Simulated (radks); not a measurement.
Values are calculated unless marked as measured or tabulated.
Charge is removed step by step from the 1s1/2 level of neutral magnesium, starting from [Ne] 3s2. Code: a radial shooting solver on a logarithmic mesh with Libxc functionals. Model: Dirac Kohn-Sham, PBE, spin-unpolarised, spherical densities, finite nucleus; Fermi nuclear charge, rms radius 3.057 fm.

[
 {"removed (e)": "0", "E - E(0) (eV)": "0.000", "eigenvalue (eV)": "-1259.6", "E minus straight line (eV)": "0.000"},
 {"removed (e)": "0.125", "E - E(0) (eV)": "158.42", "eigenvalue (eV)": "-1275.1", "E minus straight line (eV)": "-6.885"},
 {"removed (e)": "0.25", "E - E(0) (eV)": "318.79", "eigenvalue (eV)": "-1290.8", "E minus straight line (eV)": "-11.819"},
 {"removed (e)": "0.375", "E - E(0) (eV)": "481.12", "eigenvalue (eV)": "-1306.5", "E minus straight line (eV)": "-14.791"},
 {"removed (e)": "0.5", "E - E(0) (eV)": "645.42", "eigenvalue (eV)": "-1322.3", "E minus straight line (eV)": "-15.794"},
 {"removed (e)": "0.625", "E - E(0) (eV)": "811.70", "eigenvalue (eV)": "-1338.1", "E minus straight line (eV)": "-14.820"},
 {"removed (e)": "0.75", "E - E(0) (eV)": "979.96", "eigenvalue (eV)": "-1354.0", "E minus straight line (eV)": "-11.864"},
 {"removed (e)": "0.875", "E - E(0) (eV)": "1150.2", "eigenvalue (eV)": "-1369.9", "E minus straight line (eV)": "-6.924"},
 {"removed (e)": "1", "E - E(0) (eV)": "1322.4", "eigenvalue (eV)": "-1385.7", "E minus straight line (eV)": "0.000"}
]

Removing the whole electron costs 1322.4 eV by Delta-SCF, against 1259.6 eV from minus the eigenvalue at the starting occupation. Slater's transition state (half an electron removed) gives 1322.3 eV. Integrating minus the eigenvalue over the occupation (Janak's theorem) gives 1322.4 eV. The mean slope of the eigenvalue, de/dn, is 126 eV per electron.
